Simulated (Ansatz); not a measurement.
`[Cl][Hf]([Cl])([Cl])[SeH]` + H₂O → `[OH][Hf]([Cl])([Cl])[Cl]` + H₂Se at 600 K and 1 bar (formal hydrolysis of the Hf–Se bond).

Calculated with Ansatz (gas phase, PBE0-D4/def2-TZVP geometries, no zero-point term in ΔE). CCSD(T)/CBS adds triple-zeta CCSD(T) − MP2 to the extrapolated MP2 energy (def2 sets, frozen cores). This one scheme is used for every species. Elements past krypton have def2 core potentials. For Hf, Se outer-core shells are correlated without core-valence functions, which leaves a few kJ/mol of doubt a bond. Scalar relativity is left out up to krypton. Each species was taken in one conformer, which may not be the lowest.

```csv
species,CCSD(T)/CBS energy (Eh),H − E (kJ/mol),S (J/(mol·K))
`[Cl][Hf]([Cl])([Cl])[SeH]`,-3828.82210,91.1,511.9
H₂O,-76.37941,76.8,212.8
`[OH][Hf]([Cl])([Cl])[Cl]`,-1503.31799,101.5,471.2
H₂Se,-2401.89790,57.0,244.8
```

H − E and S are ideal-gas, rigid-rotor, harmonic terms from PBE0-D4/def2-TZVP, for one conformer and one mirror image of each species. 1 Eh = 2625.50 kJ/mol, R = 8.31446 J/(mol·K).

**Question.** By hand: ΔE, ΔH, ΔS and ΔG.

**Answer.** ΔE = (-1503.31799) + (-2401.89790) − (-3828.82210) − (-76.37941) = -0.01438 Eh = -37.8 kJ/mol. Δ(H − E) = 101.5 + 57.0 − 91.1 − 76.8 = -9.4, so ΔH = -47.2 kJ/mol. ΔS = 471.2 + 244.8 − 511.9 − 212.8 = -8.7 J/(mol·K). ΔG = -47.2 − 600 × (-8.7)/1000 = -42.0 kJ/mol.

**Question.** By hand: the equilibrium constant, and the temperature at which ΔG would vanish if ΔH and ΔS stayed fixed.

**Answer.** log₁₀ K = −ΔG/(RT ln 10) = 3.7. ΔG = 0 at ΔH/ΔS = 5425 K, far beyond where these terms or the molecules hold.

The number of gas molecules stays the same, so ΔS is small and ΔH decides. A doubt of 5 kJ/mol in ΔE shifts log₁₀ K by 0.4 here. Other conformers and mirror images would add mixing entropy, several J/(mol·K) or more a flexible species. These are equilibria of isolated gas molecules and say nothing of rates. Largest T1 diagnostic: 0.014 (customary marks: 0.02 for closed shells, 0.045 for open ones).
